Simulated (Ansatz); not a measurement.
Molecule (SMILES): [SiH]Br (SiH-Br) (closed-shell singlet).
Geometry (B3LYP-D3(BJ)/def2-TZVP, fixed):
```xyz
3

Si    -0.8792    -0.7820     1.0617
H     -1.8991    -1.2190     0.0169
Br     0.4059     0.3476    -0.4252
```

Basis-set convergence of the dipole moment at PBE with Ansatz (a program for electronic structure). Dipoles come from the density behind the forces; the sign is taken along the dipole that this method gives in the largest set. All functions are spherical. The program fits the integrals of some runs and decomposes those of others, by size. No added dispersion term, no relativity. Reference: the value in aug-pcseg-3, 0.931 D, itself unsure by roughly 0.002 D (its mean distance from aug-cc-pV(Q+d)Z, def2-QZVPPD). Deviations are taken from unrounded values.

| basis | functions | dipole moment (D) | minus reference (D) |
|---|---|---|---|
| STO-3G | 28 | 1.456 | 0.525 |
| pcseg-0 | 37 | 1.193 | 0.262 |
| def2-SV(P) | 52 | 0.841 | -0.091 |
| def2-SVPD | 73 | 0.952 | 0.021 |
| aug-cc-pV(D+d)Z | 77 | 0.953 | 0.022 |
| aug-pcseg-2 | 132 | 0.936 | 0.005 |
| def2-QZVPP | 189 | 0.929 | -0.002 |
| def2-QZVPPD | 207 | 0.932 | 0.000 |
| aug-cc-pV(Q+d)Z | 228 | 0.934 | 0.003 |

The smallest set listed that lies within 0.05 D of the reference with all its larger relatives (same family, alike in diffuse functions; a set with none counts only in the reference's own line) is def2-SVPD (73 functions, 0.021 D off). Inside, with no larger relative to test it: def2-QZVPP. (Relatives not listed, tested too: def2-TZVPD 0.004, def2-TZVPPD 0.003, aug-cc-pV(T+d)Z 0.004, aug-pcseg-3 0.000 D.)
